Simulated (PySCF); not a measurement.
**Atomic charges by several schemes**

C3H12OS2Si2.
Structure used (GFN2-xTB), in Å, numbered top down from 1:
```
atom  x, y, z in Å
C1     3.593   -0.502    0.032
Si2    2.156    0.162   -1.010
C3     0.805   -1.182   -1.109
S4     0.155   -1.645    0.538
Si5   -1.228   -0.080    0.943
O6    -2.321   -0.589    2.024
S7    -2.189    0.517   -0.885
C8    -3.482    1.561   -0.156
H9     4.057   -1.364   -0.441
H10    4.362    0.252    0.169
H11    3.252   -0.814    1.016
H12    2.566    0.447   -2.389
H13    1.573    1.359   -0.390
H14   -0.043   -0.873   -1.714
H15    1.192   -2.111   -1.522
H16   -0.655    1.085    1.593
H17   -2.601   -1.500    2.078
H18   -3.026    2.436    0.295
H19   -4.031    0.996    0.589
H20   -4.139    1.857   -0.967
```

Density: PBE0/pcSseg-1 (PySCF); schemes: Mulliken, IAO, Hirshfeld and ESP-fitted. One conformer (not necessarily the lowest) at the GFN2-xTB geometry, without solvent, vibrations or thermal averaging.

Question: Which atoms carry the lowest charge in the Mulliken, IAO, Hirshfeld and ESP-fitted schemes?

Answer: The schemes don't all agree: Mulliken C3 (-0.645); IAO O6 (-0.785); Hirshfeld O6 (-0.297); ESP-fitted O6 (-0.573).

Question: At which atom do the 4 schemes differ most?

Answer: At Si5: from +0.344 (Hirshfeld) to +0.972 e (IAO), 0.628 e apart.

Question: For which atoms does the sign change between the 4 schemes (beyond +0.03 e in one, beyond −0.03 e in another)?

Answer: For none.

Question: What partial charge does each atom carry?

Answer: In e:

```json
{"atom": "C1", "environment": "Si-methyl carbon", "Mulliken": "-0.622", "IAO": "-0.718", "Hirshfeld": "-0.213", "ESP-fitted": "-0.457"}
{"atom": "Si2", "environment": "SiH2 silicon", "Mulliken": "+0.662", "IAO": "+0.775", "Hirshfeld": "+0.341", "ESP-fitted": "+0.630"}
{"atom": "C3", "environment": "sp3 carbon bound to sulfur", "Mulliken": "-0.645", "IAO": "-0.614", "Hirshfeld": "-0.160", "ESP-fitted": "-0.408"}
{"atom": "S4", "environment": "sulfur bonded to C and Si", "Mulliken": "-0.297", "IAO": "-0.193", "Hirshfeld": "-0.087", "ESP-fitted": "-0.245"}
{"atom": "Si5", "environment": "oxygen-bound silicon", "Mulliken": "+0.845", "IAO": "+0.972", "Hirshfeld": "+0.344", "ESP-fitted": "+0.407"}
{"atom": "O6", "environment": "silanol oxygen", "Mulliken": "-0.541", "IAO": "-0.785", "Hirshfeld": "-0.297", "ESP-fitted": "-0.573"}
{"atom": "S7", "environment": "sulfur bonded to C and Si", "Mulliken": "-0.350", "IAO": "-0.217", "Hirshfeld": "-0.102", "ESP-fitted": "-0.247"}
{"atom": "C8", "environment": "S-methyl carbon", "Mulliken": "-0.386", "IAO": "-0.495", "Hirshfeld": "-0.114", "ESP-fitted": "-0.383"}
{"atom": "H9", "environment": "methyl hydrogen", "Mulliken": "+0.138", "IAO": "+0.155", "Hirshfeld": "+0.043", "ESP-fitted": "+0.116"}
{"atom": "H10", "environment": "methyl hydrogen", "Mulliken": "+0.141", "IAO": "+0.159", "Hirshfeld": "+0.044", "ESP-fitted": "+0.106"}
{"atom": "H11", "environment": "methyl hydrogen", "Mulliken": "+0.153", "IAO": "+0.165", "Hirshfeld": "+0.038", "ESP-fitted": "+0.109"}
{"atom": "H12", "environment": "Si–H hydrogen", "Mulliken": "-0.084", "IAO": "-0.128", "Hirshfeld": "-0.081", "ESP-fitted": "-0.163"}
{"atom": "H13", "environment": "Si–H hydrogen", "Mulliken": "-0.065", "IAO": "-0.124", "Hirshfeld": "-0.078", "ESP-fitted": "-0.150"}
{"atom": "H14", "environment": "methylene hydrogen", "Mulliken": "+0.207", "IAO": "+0.163", "Hirshfeld": "+0.030", "ESP-fitted": "+0.127"}
{"atom": "H15", "environment": "methylene hydrogen", "Mulliken": "+0.183", "IAO": "+0.172", "Hirshfeld": "+0.048", "ESP-fitted": "+0.210"}
{"atom": "H16", "environment": "Si–H hydrogen", "Mulliken": "-0.072", "IAO": "-0.152", "Hirshfeld": "-0.082", "ESP-fitted": "-0.009"}
{"atom": "H17", "environment": "hydroxyl hydrogen", "Mulliken": "+0.255", "IAO": "+0.373", "Hirshfeld": "+0.181", "ESP-fitted": "+0.432"}
{"atom": "H18", "environment": "methyl hydrogen", "Mulliken": "+0.156", "IAO": "+0.158", "Hirshfeld": "+0.047", "ESP-fitted": "+0.156"}
{"atom": "H19", "environment": "methyl hydrogen", "Mulliken": "+0.160", "IAO": "+0.163", "Hirshfeld": "+0.044", "ESP-fitted": "+0.150"}
{"atom": "H20", "environment": "methyl hydrogen", "Mulliken": "+0.163", "IAO": "+0.172", "Hirshfeld": "+0.054", "ESP-fitted": "+0.194"}
```

Mean size of the charges over all atoms: IAO 0.343 e, Mulliken 0.306 e, ESP-fitted 0.264 e, Hirshfeld 0.121 e. Each set sums to the total charge, 0, to within 0.001 e. The Hirshfeld scheme divides the density at each point in proportion to the densities of the neutral, spherically averaged free atoms. The IAO scheme projects the occupied orbitals on a minimal set of polarised atomic orbitals and counts the electrons in each atom's part of it.

Question: How closely do the schemes follow one another over all atoms?

Answer: Correlation coefficient and root-mean-square difference: Mulliken with IAO 0.98, 0.092 e; IAO with Hirshfeld 0.98, 0.284 e; IAO with ESP-fitted 0.95, 0.166 e; Hirshfeld with ESP-fitted 0.95, 0.170 e; Mulliken with Hirshfeld 0.95, 0.237 e; Mulliken with ESP-fitted 0.95, 0.133 e.

Question: How many electrons does the ESP-fitted scheme count on C8?

Answer: Z − q = 6 − (-0.383) = 6.383.
